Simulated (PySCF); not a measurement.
C₄H₄BFO. Atoms are numbered in the order given.

```xyz
11

C     -2.6142    -1.0104     0.4181
C     -1.6128    -0.3182     0.3760
B     -0.3115     0.4696     0.3118
F     -0.2257     1.6812     0.8500
C      0.9530    -0.0980    -0.4820
C      2.0409    -0.9345     0.1386
O      0.9476     0.2156    -1.6624
H     -3.5051    -1.6111     0.4573
H      2.5237    -0.3730     0.9570
H      2.7874    -1.2133    -0.6191
H      1.6001    -1.8395     0.5909
```
Charge 0, spin multiplicity 1.

The structure is a stationary point at B3LYP-D3(BJ)/def2-SVP. This is a generated structure with no PubChem entry under its InChIKey; it may be hypothetical. One conformer was computed; it need not be the lowest.

The numbers are results of TDA-PBE/def2-SVPD in PySCF, not measurements.

Vertical excitations. The molecule is in vacuum.

| state | energy (eV) | λ (nm) | f | main pairs |
|---|---|---|---|---|
| S1 | 3.23 | 384 | 0.024 | HOMO→LUMO 94 % |
| S2 | 3.61 | 343 | 0.012 | HOMO→LUMO+1 96 % |
| S3 | 4.75 | 261 | 0.002 | HOMO−1→LUMO 98 % |
| S4 | 5.15 | 241 | 0.001 | HOMO−1→LUMO+1 67 %, HOMO→LUMO+2 25 % |
| S5 | 5.24 | 237 | 0.021 | HOMO→LUMO+2 68 %, HOMO−2→LUMO 15 %, HOMO−1→LUMO+1 14 % |
| S6 | 5.41 | 229 | 0.000 | HOMO−2→LUMO+1 99 % |
| S7 | 5.72 | 217 | 0.017 | HOMO→LUMO+3 95 % |
| S8 | 6.13 | 202 | 0.222 | HOMO−2→LUMO 48 %, HOMO−1→LUMO+2 24 %, HOMO−1→LUMO+1 11 % |
| S9 | 6.32 | 196 | 0.002 | HOMO−4→LUMO 59 %, HOMO−3→LUMO 40 % |
| S10 | 6.40 | 194 | 0.005 | HOMO−3→LUMO 58 %, HOMO−4→LUMO 39 % |
| T1 | 2.65 | 468 | 0 | HOMO→LUMO 100 % |
| T2 | 2.95 | 420 | 0 | HOMO→LUMO+1 100 % |
| T3 | 4.22 | 294 | 0 | HOMO−2→LUMO 82 % |
| T4 | 4.41 | 281 | 0 | HOMO−1→LUMO 84 % |
Triplets are in the Tamm–Dancoff approximation.
